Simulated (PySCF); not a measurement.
Homolysis of single bonds, series B F-H. All species are isolated molecules in the gas phase. Strings in code marks are SMILES.

Level of theory: PySCF 2.14.0 with B3LYP-D3(BJ)/def2-TZVP // PBE0-D3(BJ)/def2-TZVP. All candidates: neutral, multiplicity 1. B3LYP has the VWN-RPA correlation part, as in Gaussian. 

```yaml
HOMO: -9.14 eV
dipole_moment: 0.73 D
HOMO–LUMO gap: 7.70 eV
```

Identify which member has these values.
A) `FBF`
B) `B`
C) `BF`

C, `BF`. The others give `FBF`: -10.64 eV, 0.89 D, 10.02 eV; `B`: -9.73 eV, 0.00 D, 7.51 eV
